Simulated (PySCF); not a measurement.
## Unknown compound

The spectra below were simulated for a compound C6H3FO.

1H NMR (300 MHz, computed): δ 3.37 (m, 2H), 2.78 (s, 1H).

13C{1H} NMR (computed): δ 193.7 (C), 181.5 (C), 116.5 (C), 92.9 (CH), 73.3 (C), 52.0 (CH2).

All values are calculated (PySCF 2.14.0 with density-fitted response routines): shielding tensors at PBE0/pcSseg-1 (GIAO), GFN2-xTB structure. No solvent, one conformer, non-relativistic Hamiltonian, equivalent nuclei averaged.

Scale: 1H (σ = 31.72 ppm), 13C (σ = 186.93 ppm) against TMS (reference shieldings calculated alike).

Problem. Propose a structure and justify it.

Solution. 
Rings plus π bonds: 5 (1 ring in the answer). 6 carbon signals for 6 carbons: no two carbons are equivalent. Carbon types of the structure: 4 × C, 1 × CH, 1 × CH2, which accounts for all hydrogens. δC 193.7: β carbon of a C=C–C=O unit; conjugation with the carbonyl draws π density from the β position. δC 181.5: ketone carbonyl carbon; the double bond to the heteroatom, with no lone-pair donor beside it, deshields it most. δC 116.5: α carbon of a C=C–C=O unit; the olefinic region. δC 92.9: terminal alkyne carbon; sp carbons lie upfield of alkene carbons because the cylindrical π system leaves one tensor component strongly shielded. δC 73.3: alkyne carbon; the triple bond shields along its axis, which puts it between sp3 and sp2 carbons. δC 52.0: sp3 CH2 α to a carbonyl; the adjacent C=O deshields it moderately. δH 2.78: hydrogen on a terminal alkyne carbon; it lies on the axis of the triple bond, in its shielding cone.

The compound is `C#CC1=C(F)CC1=O`.

The shifts were computed for this structure.

Splittings by 19F in the carbon and heteronuclear signals aren't shown, as no couplings were computed. Shifts are as computed. Against solution values, carbons near 30 ppm lie about +3 ppm off and those near 130 ppm about +5 ppm. Of 1211 compounds with measured shifts, 218 miss one by over three times the rms of a fit or turn the order of signals round; such compounds aren't used in these exercises. No couplings were computed; multiplicities are counted from neighbouring protons, with m where these are inequivalent, close in shift, in a saturated or five-membered ring or joined by F or P, and br s for small geminal =CH2 splittings.
